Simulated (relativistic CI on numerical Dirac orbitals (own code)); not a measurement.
Calculated at this level of theory: Dirac-Coulomb-Breit CI, orbitals from a KLI potential per configuration, model QED, unscaled Slater integrals (own radial code, finite nucleus).

The strongest absorption lines from the ground level of an ion, among the configurations computed and to levels below about 3840 eV (vacuum wavelength in Å, gf): 4.1401 (0.46), 4.6869 (1.2), 4.7380 (0.11), 5.1028 (6), 5.2794 (2.2), 5.5594 (0.37), 6.2881 (0.27), 6.4378 (0.16).

Task: Which ion is it?
A. Ir49+
B. Tl53+
C. At57+
D. Ta45+

Result: A. Ir49+ has 28 electrons and the ground level 3s²3p⁶3d¹⁰ ¹S0; the strongest line goes to 3s²3p⁶3d⁹4f ¹P°1. The pattern of lines fixes the number of electrons, and along that sequence the line energies rise steadily with the charge (about as its square where n changes within one kind of shell, about linearly where n is kept but much faster in heavy ions where fine structure, which grows about as Z⁴, sets the gap, and irregularly where shells cross), which fixes Z. Configurations outside the model, such as inner-shell arrays, can give stronger lines. At this charge energies of transitions that change n are usually good to better than 1 %, and those within a shell (Δn = 0) to a few per cent.

LS names give the leading component of a level, which can be under half, so a name can repeat, a term be missing and a line seem to break the LS rules.
